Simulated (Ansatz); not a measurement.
Program: Ansatz. Geometries: PBE0-D4/def2-TZVP. ΔE: electronic, gas phase. CCSD(T)/CBS is the MP2 limit (def2-TZVPP, def2-QZVPP) plus CCSD(T) − MP2 in def2-TZVPP, frozen cores. Functionals use def2-TZVPP. B3LYP here is the variant with VWN-RPA as its local correlation; programs differ in this. For Mg outer-core shells are correlated without core-valence functions, which leaves a few kJ/mol of doubt a bond. Each species was taken in one conformer, which may not be the lowest.

Reaction (substitution at a C–O bond): `[CH3][Mg-]1[O]C(C(F)(F)F)=CC(C(F)(F)F)=[O+]1` + `OB(O)F` → `O[B-]1(F)OC(C(F)(F)F)=CC(C(F)(F)F)=[O+]1` + `[CH3][Mg][OH]`

CCSD(T)/CBS gives +164.0 kJ/mol.

Question: Another level gave +160.7 kJ/mol. Which?
A. B2PLYP/def2-TZVPP
B. PBE/def2-TZVPP
C. B3LYP/def2-TZVPP
D. PBE-QIDH/def2-TZVPP

Answer: D. PBE-QIDH 160.7, PBE 156.3, B3LYP 169.7, B2PLYP 165.3 kJ/mol.

Largest T1 diagnostic among the species: 0.015.

At CCSD(T), def2-SVP lies +16.0 kJ/mol from the extrapolated value and def2-TZVPP −4.4 kJ/mol. From PBE to PBE0 (25 % exact exchange), in def2-TZVPP and without D4, ΔE moves by +6.0 kJ/mol. In def2-TZVPP, CCSD(T) changes the Hartree–Fock value by −33.2 kJ/mol (the triples alone add −4.7 kJ/mol) and MP2 by −36.1 kJ/mol.
